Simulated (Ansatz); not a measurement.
```yaml
crystal:
  periodic: [false, false, false]
  atoms:
    - {symbol: Si, position_ang: [-1.099102, 1.067253, -0.575833]}
    - {symbol: N, position_ang: [-0.629729, -0.552249, -0.038594]}
    - {symbol: In, position_ang: [1.697986, -0.718078, 0.653300]}
    - {symbol: H, position_ang: [-2.528870, 1.113720, -0.981657]}
    - {symbol: H, position_ang: [-0.237768, 1.399476, -1.731148]}
    - {symbol: H, position_ang: [-0.871328, 1.978154, 0.566747]}
    - {symbol: H, position_ang: [-1.140880, -0.880875, 0.773549]}
    - {symbol: H, position_ang: [-0.714351, -1.264570, -0.755722]}
    - {symbol: H, position_ang: [1.594982, 0.443289, 1.937021]}
    - {symbol: H, position_ang: [2.380491, -0.235002, -0.865959]}
    - {symbol: H, position_ang: [1.613970, -2.408120, 1.038797]}
basis:
  gaussian: {orbitals: STO-3G}
total_charge: 1
magnetization: {spin_polarized: true, initial_magnetization: 1}
hamiltonian: {xc: {name: r2SCANh}}
```

```sh
$ ansatz run in.yaml --threads 4 --pin off --events-out ev --progress --plain --max-ram 10444MiB
```

It prints (some lines left out):

```
Functional definition: r2SCANh
639 factors; integrals over basis functions are off by at most 9.4e-5 eV
mean field evaluation 1: about -164070.4469 eV, gradient 3.0e1 eV
mean field evaluation 2: about -164062.6517 eV, gradient 4.4e1 eV
mean field evaluation 4: about -164078.2016 eV, gradient 2.3e0 eV
mean field evaluation 8: about -164078.2147 eV, gradient 2.7e-1 eV
mean field evaluation 16: about -164078.2159 eV, gradient 2.4e-3 eV
mean field -164078.22736934 eV, -6029.7636396062 hartree, gradient 4.0e-6 eV, S^2 0.757635; 12 other end points of the search recorded, 0 dependent functions left out
reference -164078.22737677 eV, -6029.7636398791 hartree; 39, 38 occupied and 10, 11 virtual orbitals, 639 factors
Total energy: -164078.22737677 eV, -6029.7636398791 hartree
```

Run time 9.5 s (4 threads of an Arm Neoverse V1 on a shared host); peak host memory 0.26 GiB.
